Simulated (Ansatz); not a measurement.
`CB(Br)C=S` + `CCl` → `CB(C=S)CCl` + HBr at 400 K and 1 bar (formal exchange of groups at a B–Br bond).

Computed with Ansatz on PBE0-D4/def2-TZVP structures; ΔE is electronic, products minus reactants. CCSD(T)/CBS is the MP2 limit (def2-TZVPP, def2-QZVPP) plus CCSD(T) − MP2 in def2-TZVPP, frozen cores. This one scheme is used for every species. For Br outer-core shells are correlated without core-valence functions, which leaves a few kJ/mol of doubt a bond. Scalar relativity is left out up to krypton. Each species was taken in one conformer, which may not be the lowest.

```tsv
species	CCSD(T)/CBS energy (Eh)	H − E (kJ/mol)	S (J/(mol·K))
`CB(Br)C=S`	-3074.42102	182.7	396.8
`CCl`	-499.63220	114.2	247.0
`CB(C=S)CCl`	-1000.10285	262.2	428.5
HBr	-2573.91920	27.6	207.2
```

H − E and S are ideal-gas, rigid-rotor, harmonic terms from PBE0-D4/def2-TZVP, for one conformer and one mirror image of each species. 1 Eh = 2625.50 kJ/mol, R = 8.31446 J/(mol·K).

Problem. By hand: ΔE, ΔH, ΔS and ΔG.

Solution. ΔE = (-1000.10285) + (-2573.91920) − (-3074.42102) − (-499.63220) = 0.03117 Eh = 81.8 kJ/mol. Δ(H − E) = 262.2 + 27.6 − 182.7 − 114.2 = -7.1, so ΔH = 74.7 kJ/mol. ΔS = 428.5 + 207.2 − 396.8 − 247.0 = -8.1 J/(mol·K). ΔG = 74.7 − 400 × (-8.1)/1000 = 77.9 kJ/mol.

Problem. By hand: the equilibrium constant, and the temperature at which ΔG would vanish if ΔH and ΔS stayed fixed.

Solution. log₁₀ K = −ΔG/(RT ln 10) = -10.2. ΔH and −TΔS have one sign here, so there is no such temperature.

The number of gas molecules stays the same, so ΔS is small and ΔH decides. A doubt of 5 kJ/mol in ΔE shifts log₁₀ K by 0.7 here. Other conformers and mirror images would add mixing entropy, several J/(mol·K) or more a flexible species. Modes under 60 cm⁻¹, often nearly free rotors, make the harmonic entropy too high. These are equilibria of isolated gas molecules and say nothing of rates. Largest T1 diagnostic: 0.015 (customary marks: 0.02 for closed shells, 0.045 for open ones).

ΔS is within the doubt of such terms, so its sign, and with it that verdict, could turn.
